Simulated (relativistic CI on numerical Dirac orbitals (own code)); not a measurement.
# Ni2+ in a cubic cluster: 3s photoemission with charge transfer

Computed with a charge-transfer multiplet model of a cubic metal-ligand cluster with up to 2 ligand holes, Slater and spin-orbit integrals from Dirac-Coulomb-Breit ions, Slater integrals scaled by 0.7. The ground state mixes d8 with configurations of k ligand holes L, whose averages lie at kΔ + k(k − 1)U_dd/2; a core hole lowers each added d electron by U_cd. 300 K, Lorentzian 1.4 eV and Gaussian 0.8 eV FWHM.

Atomic integrals in eV (Slater integrals scaled, ζ unscaled), ground: F2dd 8.519, F4dd 5.287, zeta_d 0.080; with the core hole: F2dd 9.319, F4dd 5.820, zeta_d 0.091, G2cd 9.423.

Cluster parameters (eV): Δ = 2.6, U_dd = 7, U_cd = 8.1, 10Dq(ligand) = 0.1, V(eg) = 2.6, V(t2g) = -1.14, final-state hopping factor = 0.9.

| Case | n_d | d8 | d9L | d10L2 | S |
| --- | --- | --- | --- | --- | --- |
| 10Dq = -0.05 eV | 8.36 | 0.66 | 0.32 | 0.02 | 1.00 |
| 10Dq = 0.25 eV | 8.34 | 0.67 | 0.31 | 0.02 | 1.00 |
| 10Dq = 0.55 eV | 8.33 | 0.68 | 0.30 | 0.02 | 1.00 |
| 10Dq = 0.85 eV | 8.32 | 0.69 | 0.29 | 0.01 | 1.00 |
| 10Dq = 1.15 eV | 8.31 | 0.71 | 0.28 | 0.01 | 1.00 |

Weights, n_d and S are thermal averages at 300 K. Binding energies count from the first peak over 30 % of the highest in each spectrum, which can be another peak from case to case. The parameters are a model scan and need not match a compound or its usual spin state. A negative ionic 10Dq is a model choice; hopping adds the covalent part of the field. Peaks in eV (height, largest 100):
- 10Dq = -0.05 eV: 0.0 (100), 6.3 (40), 8.4 (31), 14.2 (17)
- 10Dq = 0.25 eV: 0.0 (100), 6.4 (40), 8.5 (30), 14.1 (17)
- 10Dq = 0.55 eV: 0.0 (100), 6.4 (40), 8.5 (30), 14.0 (17)
- 10Dq = 0.85 eV: 0.0 (100), 6.3 (41), 8.5 (30), 13.8 (17)
- 10Dq = 1.15 eV: 0.0 (100), 6.3 (41), 8.6 (29), 13.7 (17)

Curve for 10Dq = 0.25 eV (points under 2 left out, the grid thinned):

E (eV), Intensity and a bar:
```
     -3.9        4.4 #
     -3.4        5.6 #
     -3.0        7.1 ##
     -2.5        9.9 ##
     -2.0       14.7 ####
     -1.5       24.2 #######
     -1.1       38.8 ###########
     -0.6       70.4 #####################
     -0.1       98.6 ##############################
      0.3       93.5 ############################
      0.8       67.0 ####################
      1.3       52.5 ################
      1.7       46.6 ##############
      2.2       34.1 ##########
      2.7       21.7 ######
      3.2       15.0 ####
      3.6       12.8 ###
      4.1       12.7 ###
      4.6       14.6 ####
      5.0       17.3 #####
      5.5       24.5 #######
      6.0       36.0 ###########
      6.4       40.0 ############
      6.9       32.7 ##########
      7.4       25.1 #######
      7.9       26.2 ########
      8.3       29.8 #########
      8.8       28.4 ########
      9.3       22.5 ######
      9.7       19.0 #####
     10.2       14.4 ####
     10.7        9.6 ##
     11.2        6.7 #
     11.6        5.6 #
     12.1        5.2 #
     12.6        6.0 #
     13.0        7.8 ##
     13.5       12.2 ###
     14.0       16.5 #####
     14.4       15.8 ####
     14.9       10.4 ###
     15.4        6.0 #
     15.9        3.7 #
     16.3        2.7 
     16.8        2.0
```

For the case 10Dq = 0.25 eV, Δ = 2.6 eV is smaller than U_dd = 7 eV, the charge-transfer side of the Zaanen-Sawatzky-Allen scheme. With the core hole the average of the configuration with one ligand hole lies at Δ − U_cd = -5.5 eV before mixing: it lies below the unscreened one, so the lowest final states are mostly screened and the unscreened weight appears at higher binding energy as a satellite.

Without intra-shell correlation the exchange splitting of the 3s hole comes out too large.
